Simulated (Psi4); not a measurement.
A dimer, H4Si ··· Cl2 (SMILES [SiH4] and ClCl); the first 5 atoms form monomer A.

```
7

Si     0.0000     0.0000     0.0000
H      0.6318     0.6582     1.1658
H     -0.6544     1.0213    -0.8486
H     -1.0120    -0.9724     0.4709
H      1.0346    -0.7071    -0.7881
Cl    -1.4952     4.7755     3.0627
Cl    -2.5279     6.4042     3.6416
```

**Question.** What interaction energy does SAPT0/jun-cc-pVDZ, frozen core in Psi4 1.11 give, and which attractive term is the largest?

**Answer.** Total -0.28 kJ/mol: electrostatics -0.01, exchange 0.01, induction -0.01, dispersion -0.27. The most attractive term is dispersion.
